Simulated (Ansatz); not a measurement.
`COB(O)O[SiH3]` + `F[Si@H]1O[C@@H]1Cl` → `COB(F)O[SiH3]` + `O[Si@@H]1O[C@@H]1Cl`  (redistribution)

Calculated with Ansatz (gas phase, PBE0-D4/def2-TZVP geometries, no zero-point term in ΔE). CBS: MP2 limit from def2 TZ/QZ plus the TZ coupled-cluster correction, frozen cores. DFT in def2-TZVPP. B3LYP here is the variant with VWN-RPA as its local correlation; programs differ in this. Each species was taken in one conformer, which may not be the lowest.

```
             level  ΔE (kJ/mol)
          B3LYP-D4         -5.9
             B3LYP         -5.6
     HF/def2-TZVPP        -10.3
SCS-MP2/def2-QZVPP         -4.2
```

Task: What does CCSD(T)/CBS give? (An estimate is asked.)

Result: The calculation gave: -4.4 kJ/mol. The listed levels differ from it by -1.5, -1.2, -5.9, 0.2 kJ/mol.

Largest T1 diagnostic among the species: 0.013.

In def2-TZVPP, CCSD(T) changes the Hartree–Fock value by +5.7 kJ/mol (the triples alone add +0.5 kJ/mol) and MP2 by +5.9 kJ/mol.
